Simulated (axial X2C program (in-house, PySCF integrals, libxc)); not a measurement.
## Potential curves of CsC, with spin–orbit coupling

Calculated with an in-house relativistic program for diatomic molecules. Two-component (2c) means X2C with spin–orbit coupling and atomic mean-field two-electron Coulomb and Gaunt terms. Basis: Cs dyall-cv3z [15s15p9d4f1g], C dyall-v3z [7s6p2d1f] (cores contracted in-house); Gaussian nuclei, density fitting, unrestricted open shells. Masses: Cs 132.905 u, C 12.000 u.

State: Ω = 3/2 (⟨Sz⟩ = 1.50, ⟨Lz⟩ = 0.00 at HF). Energies in eV from the fragments at the same level (Cs + C). Fits are polynomials in 1 − R0/R over 0.85 to 1.23 times the lowest point R0.

```
 R (Å)  CCSD(T)
2.4679  -1.9382
2.5493  -2.0470
2.6306  -2.1113
2.7120  -2.1397
2.8069  -2.1372
2.9018  -2.1054
3.0239  -2.0334
```

Correlated methods: 13 electrons correlated (number of frozen shells: Cs 4 s, 3 p, 2 d; C 1 s), 267 virtual spin orbitals or spinors in MP2, 90 natural virtuals in coupled cluster.

The state is a single determinant with fixed occupations, the lowest that a limited PBE0 search found. De is counted from the lowest determinant-based energies of the atoms at the same level, without counterpoise correction. Coupled cluster ran in a truncated set of natural virtual spinors; the MP2 energy of the rest was added. (T) has no such correction and the atoms are truncated less, which lowers De at CCSD(T) by a hundredth of an eV or more. The 2c atoms are single determinants rather than J levels; their spin–orbit lowering is only partly caught, and De is too large by that part. This holds for CCSD(T). With several unpaired electrons one determinant need not be a pure state. This is the top spin component of a Σ state; components of lower Ω are not single determinants and can lie lower. Coupled cluster ran on the points near the minimum only. MP2 and coupled cluster on one determinant become unreliable at the stretched end.

Task: What are Re, ωe and De at the CCSD(T) level?

Result: At CCSD(T), 2c: Re = 2.751 Å, ωe ≈ 308 cm⁻¹, De = 2.14 eV to Cs + C; Be follows as 0.202 cm⁻¹.
